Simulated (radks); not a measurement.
The numbers below are computed, except where a source is named.
Neutral rhenium inside a hard spherical wall (all orbitals vanish at R), configuration held at [Xe] 4f14 5d5 6s2 and not refilled when levels cross. Level of theory: scalar-relativistic Kohn-Sham, r2SCAN, spin-polarised, spherical densities, finite nucleus; open shells are filled with parallel spins first (spin-orbit coupling, left out, can overturn this in heavy ions); meta-GGA in the generalised Kohn-Sham scheme; Fermi nuclear charge, rms radius 5.3698 fm (a radial shooting solver on a logarithmic mesh with Libxc functionals). Eigenvalues in eV for spin up, with the zero of energy where the potential of the charges vanishes at infinity; a dash marks a level that is unbound or too diffuse for the functional's potential to be trusted. A positive occupied level is held by the wall or, in an anion where self-interaction has pushed it up, behind a barrier. The pressure on the wall is -dE/dV.

R (bohr)  E (hartree)  kinetic (hartree)    e(5p)    e(4f)   e(6s)   e(5d)  e(6p, empty)  e(7s, empty)  pressure (GPa)
free      -16691.4260          18439.495  -49.495  -42.620  -6.934  -6.898        -1.323             -               0
12        -16691.4260          18439.495  -49.492  -42.617  -6.931  -6.895        -1.300         1.111        0.000575
8         -16691.4224          18439.528  -49.304  -42.430  -6.774  -6.720        -0.890         4.585           0.161
7         -16691.4139          18439.591  -49.016  -42.138  -6.524  -6.457        -0.370         7.291           0.701
5         -16691.2811          18440.318  -46.677  -39.662  -4.092  -4.348         3.854        23.261            17.4
3         -16688.9105          18449.872  -32.779  -23.115  22.300  10.820        40.854        119.86            1090
1.5       -16629.0977          18649.568   93.053   93.357  383.21  171.85        447.68        902.73          184000
